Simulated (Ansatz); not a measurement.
Born–Oppenheimer molecular dynamics of CH3NO + ClH3Si (11 atoms, charge 0, multiplicity 1). It starts from a relaxed structure.

Method: RKS PBE0-D4/STO-3G in Ansatz 0.2.0.

```json
{
  "ensemble": "NVT, Langevin thermostat",
  "time step": "0.5 fs",
  "steps asked": "225",
  "set temperature": "400 K",
  "friction": "0.02 /fs",
  "seed": "960429"
}
```

First frame:

```xyz
11
Properties=species:S:1:pos:R:3
Si 0.242 0.285 -2.062
Cl -1.777 0.150 -1.428
H 1.002 0.086 -0.819
H 0.380 1.592 -2.664
H 0.417 -0.744 -3.061
N -0.733 -0.049 1.570
C 0.633 -0.286 1.773
O 1.532 -0.228 0.900
H -1.140 0.006 0.608
H -1.389 -0.311 2.326
H 0.833 -0.500 2.856
```

How far do the bonds stretch over the last three quarters of this one trajectory? (Pairs bonded in most of those frames.)


```tsv
bond	mean (Å)	spread (Å)	shortest	longest
Si1–Cl2	2.108	0.013	2.09	2.14
Si1–H3	1.465	0.067	1.35	1.57
Si1–H4	1.451	0.042	1.35	1.57
Si1–H5	1.446	0.022	1.40	1.50
N6–C7	1.414	0.030	1.36	1.48
N6–H9	1.047	0.027	1.00	1.10
N6–H10	1.038	0.014	1.00	1.07
C7–O8	1.253	0.018	1.22	1.29
C7–H11	1.123	0.016	1.09	1.16
```

Mean temperature of the second half: 370 K. A run of 0.11 ps of so small a system gives no equilibrium averages. Limits of this set-up: minimal basis.

Time of the run: 7.9 min on 1 thread of Intel(R) Xeon(R) Platinum 8259CL CPU @ 2.50GHz (Skylake/Cascade Lake), on a shared host, peak memory 0.11 GiB.
